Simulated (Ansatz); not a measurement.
Reaction (atomization): `CO[SiH](C)S` → 2 C• + 8 H• + O• + S• + Si•

Gas-phase electronic energies from Ansatz, PBE0-D4/def2-TZVP geometries. CCSD(T)/CBS adds triple-zeta CCSD(T) − MP2 to the extrapolated MP2 energy (def2 sets, frozen cores). This one scheme is used for every species, atoms too. DFT in def2-TZVPP. B3LYP here is the variant with VWN-RPA as its local correlation; programs differ in this. No spin–orbit coupling; open shells (•) take unrestricted orbitals. Spin–orbit coupling would lower the free atoms: a little for C, O, S, Si. Each species was taken in one conformer, which may not be the lowest.

CCSD(T)/CBS gives +4762.5 kJ/mol.

(1) Another level gave +4682.6 kJ/mol. Which?
A. B3LYP-D4/def2-TZVPP
B. r2SCAN/def2-TZVPP
C. SCS-MP2/def2-TZVPP
D. PBE-D4/def2-TZVPP

Largest T1 diagnostic among the species: 0.012.

## Answers

(1) C. SCS-MP2/def2-TZVPP 4682.6, B3LYP-D4 4748.0, r2SCAN 4759.3, PBE-D4 4805.9 kJ/mol.

The D4 term adds +45.9 kJ/mol with B3LYP and +24.4 kJ/mol with PBE0; it sums over pairs of atoms, weighted by their polarisabilities, and B3LYP, whose exchange is more repulsive, gets the larger term. From PBE to PBE0 (25 % exact exchange), in def2-TZVPP and without D4, ΔE moves by −55.4 kJ/mol: exact exchange takes away binding that semilocal exchange gives to molecules. In def2-TZVPP, CCSD(T) changes the Hartree–Fock value by +1117.8 kJ/mol (the triples alone add +60.5 kJ/mol) and MP2 by +1167.9 kJ/mol; breaking electron pairs costs correlation energy, which Hartree–Fock lacks.

For atomizations the MP2-based limit and the directly extrapolated one differ by several kJ/mol either way, and by 10 to 25 for some Ge, Se and Sn compounds, so smaller differences from it don't rank the levels.
